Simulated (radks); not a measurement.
The numbers below are computed, except where a source is named.
Valence configurations of Au3+ (all share [Xe]). Level of theory: scalar-relativistic Kohn-Sham, BLYP, spin-polarised, spherical densities, finite nucleus; open shells are filled with parallel spins first (spin-orbit coupling, left out, can overturn this in heavy ions); Fermi nuclear charge, rms radius 5.4371 fm (a radial shooting solver on a logarithmic mesh with Libxc functionals). Energies are relative to 4f14 5d8; eigenvalues in eV for spin up.

| valence | E (eV) | moment (Bohr magnetons) | e(4f) | e(5d) | e(6p) | e(6s) |
|---|---|---|---|---|---|---|
| 4f14 5d8 | 0.000 | 2 | -117.69 | -41.127 | - | - |
| 4f14 5d7.5 6s0.5 | 3.026 | 3 | -119.78 | -42.776 | - | -34.721 |
| 4f14 5d7 6s1 | 6.153 | 4 | -121.90 | -44.421 | - | -35.625 |
| 4f14 5d7.5 6p0.5 | 8.023 | 3 | -120.58 | -43.455 | -25.160 | - |
| 4f14 5d7 6p1 | 16.452 | 4 | -123.48 | -45.768 | -26.189 | - |
| 4f13 5d9 | 82.470 | 2 | -130.36 | -42.628 | - | - |
| 4f13 5d8 6p1 | 100.83 | 4 | -136.33 | -47.447 | -26.473 | - |
| 4f12 5d8 6s2 | 196.17 | 4 | -152.64 | -51.141 | - | -37.686 |
| 4f12 5d8 6p2 | 217.01 | 6 | -155.71 | -53.987 | -28.743 | - |
| 4f11.5 5d8 6s0.5 6p2 | 275.26 | 7 | -164.89 | -56.677 | -29.478 | -41.110 |

NIST lists [Xe] 4f14 5d8 as the ground configuration; this level of theory agrees among the configurations tried. The energies are those of spherical high-spin densities, not of single terms.
